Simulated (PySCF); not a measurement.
A structure optimised at PBE-D3(BJ)/def2-SVP, used in a PySCF frequency run:

```xyz
8

C     -1.0020    -2.8105     0.0000
C     -0.0100    -2.0889     0.0000
C      1.1589    -1.2888     0.0000
C      1.2111     0.0668     0.0000
Br    -0.3017     1.1818     0.0000
H     -1.8837    -3.4357     0.0000
H      2.1319    -1.8134     0.0000
H      2.1645     0.6138     0.0000
```

Write its SMILES, formula and point group.

C#C/C=C\Br, C4H3Br, Cs

What are its rotational constants (standard atomic weights)?

7.7107, 1.7268, 1.4108 GHz
